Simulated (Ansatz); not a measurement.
Ag (SMILES [Ag+]), charge +1, singlet (core potentials on Ag); HF/def2-SV(P) in Ansatz (a quantum-chemistry and plane-wave program).

Input for Ansatz:
Ansatz 0.2 input:
```yaml
crystal:
  periodic: [false, false, false]
  atoms:
    - {symbol: Ag, position_ang: [0.00000000, 0.00000000, 0.00000000]}
basis:
  gaussian:
    orbitals: def2-SV_P_.json
hamiltonian:
  xc: hf
total_charge: 1
```
The basis file holds def2-SV(P) in the JSON format of the Basis Set Exchange.

Task: What does Ansatz print? Leave out banner, timings and long lists.

Result: 
```
Functional definition: HF
134 factors; integrals over basis functions are off by at most 1.3e-4 eV
mean field evaluation 1: about -3964.7073 eV, gradient 4.3e1 eV
mean field evaluation 2: about -3964.7119 eV, gradient 4.3e1 eV
mean field evaluation 4: about -3968.7879 eV, gradient 3.2e-1 eV
mean field evaluation 8: about -3968.7925 eV, gradient 2.2e-5 eV
mean field -3968.79247151 eV, -145.8504331839 hartree, gradient 1.6e-5 eV, S^2 0.000000; 0 other end points of the search recorded, 0 dependent functions left out
reference -3968.79247151 eV, -145.8504331839 hartree; 9, 9 occupied and 15, 15 virtual orbitals, 134 factors
Total energy: -3968.79247151 eV, -145.8504331839 hartree
```
